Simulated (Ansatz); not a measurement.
Molecule: CH2BCl2, net charge 0, doublet state. SMILES: ClB([CH2])Cl
Structure (B3LYP-D3(BJ)/def2-TZVP (Ansatz, an electronic-structure program) minimum search):
```xyz
6

C     -1.8440    -0.3678    -0.0462
B     -0.3600    -0.0718    -0.0090
Cl     0.8060    -1.3630     0.2728
Cl     0.2339     1.5705    -0.2467
H     -2.2345    -1.3681     0.0969
H     -2.5808     0.4076    -0.2176
```
Charge 0, spin multiplicity 2.

Wanted: atomisation energy, in kcal/mol. Conventions: open shells spin-unrestricted; atomisation electronic, to ground-state atoms; no spin-orbit coupling; frozen cores in correlated levels; no dispersion term unless named; non-relativistic. CBS(X,Y): correlation extrapolated as X^-3; Hartree-Fock from the larger set. First-principles rows: single points at B3LYP-D3(BJ) geometries (Ansatz).

| species | coefficient | E at B3LYP/STO-3G (Ansatz), Eh | E at PBE0/def2-TZVPD (Ansatz), Eh |
|---|---|---|---|
| [CH2]B(Cl)Cl | -1 | -973.77731 | -984.26095 |
| B atom | +1 | -24.28154 | -24.61833 |
| C atom | +1 | -37.35240 | -37.80543 |
| Cl atom | +2 | -455.11819 | -459.99797 |
| H atom | +2 | -0.46753 | -0.50104 |

Coupled cluster (Ansatz) is a level with limits of its own, used here on species with T1 under 0.025 (0.045 for open shells) and stable references: CCSD(T)/CBS(aug-cc-pV(T+d)Z,aug-cc-pV(Q+d)Z). Value to compare with, CCSD(T)/CBS(aug-cc-pV(T+d)Z,aug-cc-pV(Q+d)Z) (Ansatz): 517.1 kcal/mol. 1 Eh = 627.5095 kcal/mol.

Q: Work the quantity out at each level, and compare with CCSD(T)/CBS(aug-cc-pV(T+d)Z,aug-cc-pV(Q+d)Z) (Ansatz).

A: 
- B3LYP/STO-3G: the sum of coefficient times E is 0.97193 Eh, or 609.90 kcal/mol. Result: 609.9 kcal/mol. Its difference against CCSD(T)/CBS(aug-cc-pV(T+d)Z,aug-cc-pV(Q+d)Z) (Ansatz) is 92.8 kcal/mol.
- PBE0/def2-TZVPD: the sum of coefficient times E is 0.83917 Eh, or 526.59 kcal/mol. Result: 526.6 kcal/mol. Its difference against CCSD(T)/CBS(aug-cc-pV(T+d)Z,aug-cc-pV(Q+d)Z) (Ansatz) is 9.5 kcal/mol.
